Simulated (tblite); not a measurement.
Compound: C₄H₁₃NOSi.
Atom-mapped SMILES: `[CH3:1][CH2:2][C@H:3]([CH2:4][NH2:5])[SiH2:6][OH:7]` (hydrogens: H8, H9, H10 on C1; H11, H12 on C2; H13 on C3; H14, H15 on C4; H16, H17 on N5; H18, H19 on Si6; H20 on O7)

A start from a force field or distance geometry was refined with GFN2-xTB geometry optimisation, gas phase (tblite 0.8.0). Values at the start:

```tsv
coordinate	start
C1–C2	1.535 Å
C1–H8	1.101 Å
C2–C3	1.547 Å
C2–H11	1.087 Å
C2–H12	1.102 Å
C3–C4	1.552 Å
C3–Si6	1.938 Å
C3–H13	1.100 Å
C4–N5	1.470 Å
C4–H14	1.088 Å
C4–H15	1.104 Å
N5–H16	1.023 Å
Si6–O7	1.664 Å
Si6–H18	1.476 Å
Si6–H19	1.480 Å
O7–H20	0.968 Å
C1–C2–C3	113.8°
C2–C3–C4	110.7°
C2–C3–Si6	113.6°
C3–C4–N5	111.1°
C3–Si6–O7	112.6°
C4–C3–Si6	108.5°
C1–C2–C3–C4	-165°
C2–C3–C4–N5	64°
C2–C3–Si6–O7	-70°
```

How do these coordinates change at the GFN2-xTB level?

```csv
coordinate,GFN2-xTB (Å or °),change
Si6–O7,1.627,-0.037
C3–Si6,1.911,-0.027
C3–C4,1.529,-0.023
Si6–H19,1.457,-0.023
O7–H20,0.954,-0.014
C2–C3,1.533,-0.014
C4–N5,1.456,-0.014
C1–H8,1.089,-0.012
C1–C2,1.524,-0.011
C2–H12,1.092,-0.010
Si6–H18,1.467,-0.009
N5–H16,1.015,-0.008
C4–H14,1.094,+0.006
C2–H11,1.092,+0.005
C3–H13,1.098,-0.002
C4–H15,1.103,-0.001
C4–C3–Si6,110.7,+2.2
C2–C3–C4,109.1,-1.6
C3–Si6–O7,112.0,-0.6
C2–C3–Si6,114.0,+0.4
C1–C2–C3,113.5,-0.3
C3–C4–N5,110.8,-0.3
C2–C3–Si6–O7,-84,-14
C1–C2–C3–C4,-175,-10
C2–C3–C4–N5,60,-4
```

The energy falls by 0.187 eV over 111 L-BFGS steps, the largest force on an atom goes from 0.94 to 0.009 eV/Å, and the atoms move by 0.276 Å rms after alignment. The bond that changes most is Si6–O7 (oxygen-bound silicon to silanol oxygen), which shortens by 0.037 Å. Bonds longer at the end by more than 0.005 Å: 3 of 19; shorter: 13. Among the dihedrals that turn most is H19–Si6–O7–H20, from -155° to 168°. Rotational constants go from 2592, 1374, 975.7 to 2683, 1396, 1014 MHz.

The run took 1.3 s of wall time on one thread, Arm Neoverse N1 (aarch64), no GPU, shared host with 64 logical CPUs at a one-minute load of 61.

Its GFN2-xTB frequencies are all real (lowest 59 cm⁻¹). One conformer, not necessarily the lowest. 3 starts were optimised and ended at 0.00, 0.85 and 1.29 kcal/mol (GFN2-xTB); the lowest of these is shown.

The numbers are calculated, not measured.
